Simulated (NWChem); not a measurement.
System: MoHO$_{3}$ cation; SMILES [O]=[Mo+](=[O])[OH]

Here is an NWChem input.

```
start job
memory heap 200 mb stack 900 mb global 1100 mb
charge 1
geometry units angstroms noautosym nocenter noautoz
  Mo     0.323298    -0.078043     0.000000
  O     -0.388404    -0.794663     1.297019
  O     -0.388404    -0.794663    -1.297019
  O     -0.080599     1.671836     0.000000
  H     -0.720164     2.406208     0.000000
end
basis spherical
  * library def2-svpd
end
ecp
  Mo library def2-ecp
end
dft
  xc b3lyp
  iterations 150
end
property
  response 1 0.0
end
task dft property
```

Output (shortened):

```
             Northwest Computational Chemistry Package (NWChem) 7.3.0
             --------------------------------------------------------

                             Geometry "geometry" -> ""
                             -------------------------

 Output coordinates in angstroms (scale by  1.889725989 to convert to a.u.)

  No.       Tag          Charge          X              Y              Z
 ---- ---------------- ---------- -------------- -------------- --------------
    1 Mo                  42.0000     0.32329800    -0.07804300     0.00000000
    2 O                    8.0000    -0.38840400    -0.79466300     1.29701900
    3 O                    8.0000    -0.38840400    -0.79466300    -1.29701900
    4 O                    8.0000    -0.08059900     1.67183600     0.00000000
    5 H                    1.0000    -0.72016400     2.40620800     0.00000000

 Effective nuclear repulsion energy (a.u.)     367.5795855474

                                 NWChem DFT Module
                                 -----------------

 Summary of "ao basis" -> "ao basis" (spherical)
 ------------------------------------------------------------------------------
       Tag                 Description            Shells   Functions and Types
 ---------------- ------------------------------  ------  ---------------------
 Mo                        def2-svpd                12       34   5s4p2d1f
 O                         def2-svpd                 9       23   4s3p2d
 H                         def2-svpd                 4        8   2s2p

            General Information
            -------------------
          SCF calculation type: DFT
          Wavefunction type:  closed shell.
          No. of atoms     :     5
          No. of electrons :    38
           Alpha electrons :    19
            Beta electrons :    19
          Charge           :     1
          Spin multiplicity:     1
          Use of symmetry is: off; symmetry adaption is: off
          Maximum number of iterations: 150
          AO basis - number of functions:   111
                     number of shells:    43
          Convergence on energy requested:  1.00D-06
          Convergence on density requested:  1.00D-05
          Convergence on gradient requested:  5.00D-04

              XC Information
              --------------
                         B3LYP Method XC Potential
                     Hartree-Fock (Exact) Exchange  0.200
                        Slater Exchange Functional  0.800 local
                    Becke 1988 Exchange Functional  0.720 non-local
              Lee-Yang-Parr Correlation Functional  0.810
                  VWN I RPA Correlation Functional  0.190 local

             Grid Information
             ----------------
          Grid used for XC integration:  medium
          Radial quadrature: Mura-Knowles
          Angular quadrature: Lebedev.
          Tag              B.-S. Rad. Rad. Pts. Rad. Cut. Ang. Pts.
          ---              ---------- --------- --------- ---------
          Mo                  1.45      123          10.0       590
          O                   0.60       49          11.0       434
          H                   0.35       45          11.0       434
          Grid pruning is: on
          Number of quadrature shells:   315
          Spatial weights used:  Erf1

      Superposition of Atomic Density Guess
      -------------------------------------

 Sum of atomic energies:        -301.87506234

 Renormalizing density from      39.00 to     38

      Non-variational initial energy
      ------------------------------

 Total energy =    -287.817197
 1-e energy   =    -706.514683
 2-e energy   =     266.835927
 HOMO         =      -0.833688
 LUMO         =      -0.448488

   convergence    iter        energy       DeltaE   RMS-Dens  Diis-err
 ---------------- ----- ----------------- --------- --------- ---------
 d= 0,ls=0.0,diis     1   -293.2899636423 -4.45D+02  8.25D-02  7.15D+00
 d= 0,ls=0.0,diis     2   -280.8442976169  1.24D+01  7.66D-02  8.82D+01
 d= 0,ls=0.0,diis     3   -293.3985177033 -1.26D+01  1.62D-02  6.54D+00
 d= 0,ls=0.0,diis     4   -293.9677427253 -5.69D-01  5.56D-03  1.12D+00
 d= 0,ls=0.0,diis     5   -294.0850223781 -1.17D-01  9.21D-04  9.70D-03
  Resetting Diis
 d= 0,ls=0.0,diis     6   -294.0857546607 -7.32D-04  2.40D-04  1.61D-03
 d= 0,ls=0.0,diis     7   -294.0858967929 -1.42D-04  1.88D-04  1.05D-04
 d= 0,ls=0.0,diis     8   -294.0858385357  5.83D-05  1.25D-04  6.86D-04
 d= 0,ls=0.0,diis     9   -294.0859088166 -7.03D-05  1.53D-05  4.12D-06
 d= 0,ls=0.0,diis    10   -294.0859090287 -2.12D-07  7.92D-06  1.92D-06

         Total DFT energy =     -294.085909028717
      One electron energy =     -719.111158824976
           Coulomb energy =      306.760609053559
    Exchange-Corr. energy =      -33.596919212386
 Nuclear repulsion energy =      151.861559955086

 Numeric. integr. density =       38.000005278217

                       DFT Final Molecular Orbital Analysis
                       ------------------------------------

 Vector   17  Occ=2.000000D+00  E=-5.940372D-01
              MO Center= -2.3D-01,  3.4D-01, -1.6D-08, r^2= 3.2D+00
   Bfn.  Coefficient  Atom+Function         Bfn.  Coefficient  Atom+Function
  ----- ------------  ---------------      ----- ------------  ---------------
    85      0.364488  4 O  px                41      0.324320  2 O  pz
    64     -0.324320  3 O  pz                 2      0.256471  1 Mo s
    88      0.248627  4 O  px                86      0.233507  4 O  py
    44      0.200823  2 O  pz                67     -0.200823  3 O  pz
    89      0.174484  4 O  py                 6     -0.150800  1 Mo px

 Vector   18  Occ=2.000000D+00  E=-5.888501D-01
              MO Center= -1.8D-01,  8.5D-01,  2.0D-08, r^2= 2.5D+00
   Bfn.  Coefficient  Atom+Function         Bfn.  Coefficient  Atom+Function
  ----- ------------  ---------------      ----- ------------  ---------------
    87      0.531349  4 O  pz                90      0.369101  4 O  pz
    39      0.246692  2 O  px                62     -0.246692  3 O  px
    42      0.161899  2 O  px                65     -0.161899  3 O  px
     8     -0.157936  1 Mo pz                19     -0.103284  1 Mo d -1
    41     -0.077911  2 O  pz                64     -0.077911  3 O  pz

 Vector   19  Occ=2.000000D+00  E=-5.717504D-01
              MO Center= -3.5D-01, -7.0D-01,  6.5D-09, r^2= 2.4D+00
   Bfn.  Coefficient  Atom+Function         Bfn.  Coefficient  Atom+Function
  ----- ------------  ---------------      ----- ------------  ---------------
    40      0.334474  2 O  py                63     -0.334474  3 O  py
    39      0.260080  2 O  px                62     -0.260080  3 O  px
    43      0.225883  2 O  py                66     -0.225883  3 O  py
    41      0.194643  2 O  pz                64      0.194643  3 O  pz
    42      0.175096  2 O  px                65     -0.175096  3 O  px

 Vector   20  Occ=0.000000D+00  E=-4.065892D-01
              MO Center=  6.3D-01, -2.3D-01,  7.2D-09, r^2= 2.1D+00
   Bfn.  Coefficient  Atom+Function         Bfn.  Coefficient  Atom+Function
  ----- ------------  ---------------      ----- ------------  ---------------
    22      0.579702  1 Mo d  2               4      0.477869  1 Mo s
     2     -0.266134  1 Mo s                 18     -0.258174  1 Mo d -2
    20     -0.240253  1 Mo d  0               9      0.229268  1 Mo px
    39      0.167743  2 O  px                62      0.167743  3 O  px
     6     -0.155045  1 Mo px                 3     -0.136599  1 Mo s

 Vector   21  Occ=0.000000D+00  E=-3.482001D-01
              MO Center=  2.9D-01,  6.4D-03, -3.6D-09, r^2= 2.2D+00
   Bfn.  Coefficient  Atom+Function         Bfn.  Coefficient  Atom+Function
  ----- ------------  ---------------      ----- ------------  ---------------
    18      0.699881  1 Mo d -2              20     -0.268527  1 Mo d  0
    41      0.205883  2 O  pz                64     -0.205883  3 O  pz
    84     -0.205231  4 O  s                 10      0.192151  1 Mo py
     7     -0.189821  1 Mo py                23      0.181779  1 Mo d -2
    85     -0.180610  4 O  px                86     -0.164920  4 O  py

 Vector   22  Occ=0.000000D+00  E=-3.378345D-01
              MO Center=  1.5D-01, -2.5D-01,  1.0D-08, r^2= 2.0D+00
   Bfn.  Coefficient  Atom+Function         Bfn.  Coefficient  Atom+Function
  ----- ------------  ---------------      ----- ------------  ---------------
    21      0.625975  1 Mo d  1              19      0.495734  1 Mo d -1
    40     -0.212822  2 O  py                63      0.212822  3 O  py
    39      0.203274  2 O  px                62     -0.203274  3 O  px
    42      0.181180  2 O  px                65     -0.181180  3 O  px
    43     -0.170823  2 O  py                66      0.170823  3 O  py

     Multipole analysis of the density
     ---------------------------------

     L   x y z        total         alpha         beta         nuclear
     -   - - -        -----         -----         ----         -------
     0   0 0 0      1.000000    -19.000000    -19.000000     39.000000

     1   1 0 0      1.376837      3.573320      3.573320     -5.769802
     1   0 1 0      0.921002     -1.404362     -1.404362      3.729726
     1   0 0 1     -0.000000     -0.000000     -0.000000      0.000000

[...]

 DFT Linear Response polarizability / au
 Frequency  =       0.0000000 / au
              X              Y              Z
 -----------------------------------------------
 X      24.6202746      1.6011957     -0.0000002
 Y       1.6011132     45.5969422     -0.0000001
 Z      -0.0000002     -0.0000001     41.8258367
 -----------------------------------------------
 Eigenvalues =      24.4987557     45.7184611     41.8258367
 Isotropic   =      37.3476845
 Anisotropic =      19.5659929
 -----------------------------------------------

 Magnetic Dipole Response Matrix (nonzero elements):

 Exiting AOResponse driver routine
```

Level: B3LYP/def2-SVPD with def2 effective core potentials on Mo. All runs use the structure optimised with PBE0/def2-SVP. This spin state was assumed; another may lie lower. B3LYP is NWChem's, with the RPA form of VWN correlation. def2 effective core potentials on Mo; no spin-orbit coupling.
